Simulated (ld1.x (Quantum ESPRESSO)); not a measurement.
# u(r) = r·R(r): atom against pseudo-atom (niobium)

Columns: radius, all-electron u(r) and pseudo u(r) of the 4d shell (level -4.18 eV) of niobium in the configuration [Kr] 4d4 5s0 5p1; PBE, scalar-relativistic, PAW scheme, ld1.x (Quantum ESPRESSO) 7.5.

```
r (bohr)  all-electron   pseudo
   0.210        0.2895  -0.0126
   0.420        0.2045  -0.0895
   0.630       -0.1237  -0.2464
   0.840       -0.4096  -0.4402
   1.050       -0.5922  -0.6032
   1.260       -0.6827  -0.6924
   1.470       -0.7095  -0.7130
   1.680       -0.6974  -0.6974
   1.890       -0.6640  -0.6640
   2.100       -0.6200  -0.6200
   2.310       -0.5720  -0.5720
   2.520       -0.5236  -0.5236
   2.730       -0.4768  -0.4768
   2.940       -0.4326  -0.4326
   3.150       -0.3916  -0.3916
   3.360       -0.3539  -0.3539
   3.570       -0.3194  -0.3194
   3.780       -0.2880  -0.2880
   3.990       -0.2594  -0.2594
   4.200       -0.2335  -0.2335
   4.410       -0.2100  -0.2100
   4.620       -0.1888  -0.1888
   4.830       -0.1696  -0.1696
   5.040       -0.1523  -0.1523
   5.250       -0.1366  -0.1366
   5.460       -0.1225  -0.1225
```

Problem. How many radial nodes do the two functions have?

Solution. The all-electron 4d function has n − l − 1 = 1; the pseudo-wave has 0, since the states of the same l below it are removed with the core.

Problem. At about which radius was the pseudo-wave matched?

Solution. 1.70 bohr, where the columns begin to agree (steps of 0.21 bohr).

Problem. Where does each function peak?

Solution. Outermost all-electron maximum near 1.47 bohr, pseudo maximum near 1.47 bohr (to the table’s step).

Problem. Is the pseudo-wave norm-conserving?

Solution. No, it belongs to a PAW set: the norm inside the radius is not constrained, and the difference is carried by the augmentation charge.
